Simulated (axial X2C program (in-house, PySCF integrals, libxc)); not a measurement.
# Worked dissociation energy of RuCl: PBE0, without spin–orbit coupling

Computed with an in-house all-electron X2C program for linear molecules (integrals from PySCF). Spin-free means the one-electron spin-free X2C Hamiltonian. Basis: Ru dyall-cv3z [12s12p8d5f3g], Cl dyall-av3z [9s8p3d2f] (cores contracted in-house); Gaussian nuclei, density fitting, unrestricted open shells. Masses: Ru 101.904 u, Cl 34.969 u.

Molecular state: M_S = 3/2, Λ = 2 (beyond evenly filled blocks: π+α, π-α, δ+α, δ+β, δ-α).

| Quantity | Value |
| --- | --- |
| E(Ru) (2M_S = 4, M_L = 2) | -4530.051834 hartree |
| E(Cl) (2M_S = 1, M_L = 0) | -461.434162 hartree |
| E(RuCl) at Re | -4991.614467 hartree |
| ωe | 354.3 cm⁻¹ |
| ωexe | 1.27 cm⁻¹ |

Question: Work out De and D0.

Answer: De = -4530.051834 + (-461.434162) − (-4991.614467) = 0.12847 hartree = 3.496 eV. The zero-point energy is ωe/2 − ωexe/4 = 177 cm⁻¹ = 0.022 eV, so D0 = 3.474 eV.

One determinant describes the state; a PBE0 search over occupations chose it and may have missed a lower one. Dissociation energies refer to the lowest single-determinant-based atoms at the same level and basis. PBE0 can misorder states that lie within some tenths of an eV, so this need not be the ground state of the molecule. The nearest other spin-free determinant of the search, M_S = 3/2, Λ = 3, lies 0.07 eV up at the distance of the search. Without a current term, density functionals place determinants with orbital angular momentum somewhat too high.

Each atomic determinant is the lowest at this level and need not be a pure term. Totals compare only within one Hamiltonian and basis.
